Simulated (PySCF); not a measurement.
C₄H₆BFO. Atoms are numbered in the order given.

```xyz
13

C     -2.1799    -1.3074    -0.7470
B     -1.2013    -0.2214    -0.2134
C     -1.2964     1.2782     0.3495
O      0.1739     1.2915     0.5133
C      0.3137    -0.0051     0.0348
C      1.4715    -0.7016    -0.1031
F      2.6760    -0.2118     0.2153
H     -2.6974    -0.9252    -1.6555
H     -2.9922    -1.4961    -0.0113
H     -1.7030    -2.2733    -1.0029
H     -1.8007     1.4403     1.3277
H     -1.6203     2.0825    -0.3474
H      1.4919    -1.7320    -0.4925
```

Geometry optimised at PBE-D3(BJ)/def2-SVP. The structure was generated by enumeration; whether it is a known compound was not checked.

Method: PBE-D3(BJ)/def2-SVP (PySCF).

No scaling factor is applied to the harmonic values.

```csv
mode,ν (cm⁻¹),IR (km/mol),moving atoms (share of kinetic energy)
1,20,0.7,H 95 %
2,120,1.5,"C 39 %, O 22 %, H 20 %, F 19 %"
3,134,0.1,"C 38 %, F 31 %, H 16 %, O 14 %"
4,163,4.7,"C 38 %, H 27 %, O 18 %, B 9 %, F 8 %"
5,250,1.6,"C 36 %, F 29 %, H 20 %, O 11 %"
6,344,1.8,"H 50 %, B 33 %, C 13 %"
7,482,7.8,"C 30 %, F 26 %, B 22 %, H 19 %"
8,521,0.1,"C 70 %, H 19 %, O 8 %"
9,562,3.3,"C 57 %, O 20 %, H 14 %"
10,659,2.2,"H 76 %, C 23 %"
11,739,17.8,"H 73 %, C 25 %"
12,759,1.1,"H 54 %, C 36 %"
13,808,11.7,"C 69 %, O 16 %, H 12 %"
14,866,12.9,"B 37 %, H 36 %, C 26 %"
15,934,104.4,"O 50 %, C 42 %"
16,963,19.3,"C 30 %, H 30 %, B 25 %, O 14 %"
17,1111,1.1,H 89 %
18,1127,46.6,"H 39 %, B 23 %, C 21 %, O 9 %, F 8 %"
19,1143,259.2,"C 47 %, H 23 %, B 11 %, F 11 %, O 8 %"
20,1185,46.6,"C 40 %, H 33 %, F 16 %, B 11 %"
21,1236,9.0,"H 69 %, C 23 %"
22,1298,25.2,"H 69 %, C 25 %"
23,1343,101.1,"H 47 %, B 31 %, C 21 %"
24,1376,6.1,H 94 %
25,1378,27.7,"H 87 %, C 11 %"
26,1391,25.4,"H 61 %, B 20 %, C 18 %"
27,1676,265.7,C 93 %
28,2959,0.3,H 97 %
29,2968,20.3,H 95 %
30,3023,11.3,"H 90 %, C 10 %"
31,3029,3.7,"H 91 %, C 9 %"
32,3075,9.4,"H 91 %, C 9 %"
33,3137,3.5,"H 91 %, C 9 %"
```
